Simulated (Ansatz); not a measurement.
`O=C=[N][Ga]([Cl])[Cl]` at its PBE0-D4/def2-TZVP geometry, where that method's forces vanish. The species carries charge 0 and has multiplicity 1.

```xyz
6

O    -1.5538    1.3740   -1.9828
C    -0.7906    1.0567   -1.1666
N     0.0331    0.8029   -0.3248
Ga    0.5599   -0.5604    0.7432
Cl    2.1847   -0.2484    2.0460
Cl   -0.4333   -2.4248    0.6851
```

Question: What forces (eV/Å) does r2SCAN-D4/def2-TZVPP give on these atoms in the Gaussian-basis code of Ansatz? (Best estimate.)

Answer: The calculation gave: 
```
O1  -0.328  0.166 -0.364
C2   0.045 -0.120  0.093
N3   0.299 -0.047  0.285
Ga4 -0.001 -0.007  0.003
Cl5 -0.018  0.002 -0.017
Cl6  0.004  0.007  0.000
```
